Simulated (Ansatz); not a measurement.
Consider the ligand exchange at the Si–O bond: `O[SiH](F)O[SiH2]F` + `O[SiH2]O` → `O[SiH2]O[SiH2]F` + `O[SiH](O)F`.

Calculated with Ansatz (gas phase, PBE0-D4/def2-TZVP geometries, no zero-point term in ΔE). CCSD(T)/CBS adds triple-zeta CCSD(T) − MP2 to the extrapolated MP2 energy (def2 sets, frozen cores). This one scheme is used for every species. Functionals use def2-TZVPP. HSE06 is defined as in plane-wave codes. One conformer a species, not always the lowest.

| level | ΔE (eV) |
| --- | --- |
| LDA (SPW92) | -0.01 |
| HSE06 | -0.01 |
| HF/def2-SVP | 0.00 |
| MP2/def2-TZVPP | 0.00 |
| CCSD/def2-TZVPP | 0.00 |
| CCSD(T)/def2-TZVPP | 0.00 |
| HF/def2-QZVPP | 0.00 |
| CCSD/CBS(def2) | 0.00 |

**Question.** What does CCSD(T)/CBS give? (An estimate is asked.)

**Answer.** The calculation gave: 0.00 eV. The listed levels differ from it by -0.01, -0.01, 0.00, 0.00, 0.00, 0.00, 0.00, 0.00 eV.

Largest T1 diagnostic among the species: 0.012.

Leaving LDA and LC-ωPBE aside and taking each functional with its dispersion term where it has one, the values, not all of them listed here, spread over 0.02 eV, from B97M-V to BLYP-D4.
